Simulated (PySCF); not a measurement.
Ta(S)(F)2(OH) (F2HOSTa), SMILES [OH][Ta]([F])([F])=[S], multiplicity 1.

Geometry: B3LYP-D3(BJ)/def2-SVP. The multiplicity is an assumed one; no other spin state was optimised. The structure was generated by enumeration; whether it is a known compound was not checked. The def2 effective core potentials stand for the cores of Ta; spin–orbit coupling is left out. Other conformers were not sampled.

Computed with TDDFT-PBE0/def2-SVPD (PySCF).

Vertical excitations.  State labels are in the subgroup Cs.

Q: Give excitation energies, oscillator strengths and character. (Estimate from the structure and the level; the computed values follow.)

A: 
```tsv
state	symmetry	energy (eV)	λ (nm)	f	main pairs
S1	A"	4.25	291	0.000	HOMO→LUMO 87 %
S2	A'	4.54	273	0.002	HOMO−1→LUMO 55 %, HOMO→LUMO+1 45 %
S3	A"	4.61	269	0.001	HOMO−1→LUMO+1 87 %
S4	A'	5.22	238	0.035	HOMO→LUMO+1 38 %, HOMO−1→LUMO 28 %, HOMO→LUMO+5 11 %, HOMO−1→LUMO+3 8 %
S5	A'	5.43	228	0.000	HOMO−2→LUMO 95 %
S6	A"	5.55	223	0.009	HOMO→LUMO+2 67 %, HOMO−2→LUMO+1 27 %
S7	A'	5.63	220	0.016	HOMO−1→LUMO+2 91 %
S8	A"	5.64	220	0.010	HOMO−2→LUMO+1 64 %, HOMO→LUMO+2 28 %
S9	A"	5.78	215	0.002	HOMO→LUMO+3 65 %, HOMO→LUMO+4 19 %, HOMO−1→LUMO+5 11 %
S10	A'	6.01	206	0.015	HOMO−1→LUMO+3 59 %, HOMO→LUMO+5 23 %, HOMO−1→LUMO+4 11 %
T1	A'	3.65	339	0	HOMO−1→LUMO 72 %, HOMO→LUMO+1 23 %
T2	A"	3.90	318	0	HOMO→LUMO 77 %, HOMO−1→LUMO+1 20 %
T3	A'	3.98	312	0	HOMO→LUMO+1 72 %, HOMO−1→LUMO 24 %
T4	A"	4.35	285	0	HOMO−1→LUMO+1 78 %, HOMO→LUMO 21 %
```
Triplets are in the Tamm–Dancoff approximation, which puts them higher than full response would, so one can lie above its singlet here.
